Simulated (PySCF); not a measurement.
Computed IR spectrum (relative IR intensity) of a molecule C4H10Si. Coordinates come from a PBE-D3(BJ)/def2-SVP optimisation. One conformer was computed; it need not be the lowest. Method: PBE-D3(BJ)/def2-SVP run with PySCF. Frequencies are harmonic and unscaled.

Lines under 2 % of the strongest are left out, and lines within 2 cm⁻¹ are merged.

ν (cm⁻¹): 402 (vw), 510 (w), 553 (vw), 637 (vw), 734 (s), 748 (vw), 814 (s), 870 (m), 920 (m), 929 (s), 939 (vw), 1013 (w), 1062 (m), 1300 (vw), 1376 (w), 1411 (w), 2147 (vs), 2151 (vs), 2958 (m), 2961 (m), 2987 (m), 3014 (m), 3019 (m), 3057 (w) (against the strongest line: vs over 80 %, s over 45 %, m over 15 %, w over 4 %, vw less)

**Question.** Pick the molecule that these values belong to.
A) C=C[SiH](C)C
B) C1CC[SiH2]C1
C) C/C=C/C[SiH3]
D) CC(C)=C[SiH3]

**Answer.** B, C1CC[SiH2]C1
